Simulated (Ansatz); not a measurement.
Br2F2Ga2H2, SMILES `[F][Ga@H-]1[Br+][Ga@H-]([F])[Br+]1`, relaxed with RKS PBE0-D4/def2-TZVP in Ansatz from a GFN2-xTB geometry. The force threshold is 0.005 eV/Å; the program also tests the step.

Charge 0, multiplicity 1.

Start:

```xyz
8

F     0.534   -2.737    0.859
Ga   -0.572   -1.434    0.538
Br    0.270    0.569    1.791
Ga    0.575    1.442   -0.541
F    -0.672    2.624   -0.809
Br   -0.100   -0.625   -1.788
H    -2.060   -1.626    0.755
H     2.025    1.787   -0.805
```

(1) How much energy does the relaxation release, and in how many steps? (Estimate.)

(2) Which bonds change most? (Estimate.)

(3) Give the relaxed structure. (Best estimate.)

Results:

(1) Computed: 10.54 kJ/mol, in 6 steps, 1 of them rejected.

(2) The calculation gave: Br3–Ga4 from 2.508 to 2.477 Å; Ga4–Br6 from 2.507 to 2.477 Å; Ga2–Br3 from 2.508 to 2.478 Å; Ga2–Br6 from 2.507 to 2.478 Å.

(3) Computed: 
```xyz
8

F     0.591   -2.682    0.835
Ga   -0.636   -1.467    0.555
Br    0.252    0.542    1.703
Ga    0.636    1.476   -0.559
F    -0.710    2.570   -0.785
Br   -0.099   -0.595   -1.701
H    -2.149   -1.662    0.777
H     2.116    1.818   -0.825
```
